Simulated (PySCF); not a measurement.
C2H5Be, charge +1. Atoms are numbered in the order given.

```xyz
8

Be    -0.6327     1.6935     0.0000
C      0.4377     0.3834     0.0000
C     -0.2019    -1.0115     0.0000
H      1.0633     0.5596    -0.8838
H      1.0633     0.5596     0.8838
H     -0.8090    -1.1892     0.8857
H     -0.8090    -1.1892    -0.8857
H      0.6074    -1.7465     0.0000
```
Charge +1, spin multiplicity 1.

Geometry: B3LYP-D3(BJ)/def2-TZVP. The multiplicity is an assumed one; other spin states were not compared. The isomer is the one that the SMILES or the coordinates give; other isomers of the formula were not compared.

Level of theory: PySCF with PBE/pcSseg-2.

GIAO shieldings, no solvent; atoms alike by connectivity are averaged. δ = σ(ref) − σ: ¹³C against TMS (σ = 181.4 ppm); ¹H against TMS (σ = 31.47 ppm), references at their B3LYP-D3(BJ)/def2-TZVP geometries, non-relativistic.

```
atoms       nucleus  count  δ (ppm)
----------  -------  -----  -------
C2              ¹³C      1     35.5
C3              ¹³C      1     19.7
H4, H5           ¹H      2        ?
H6, H7, H8       ¹H      3        ?
```

Problem. Complete the blanks. (An estimate is asked for; the answer gives what the named calculation found.)

Solution. 
- H4, H5, δ (ppm): 3.62
- H6, H7, H8, δ (ppm): 2.28
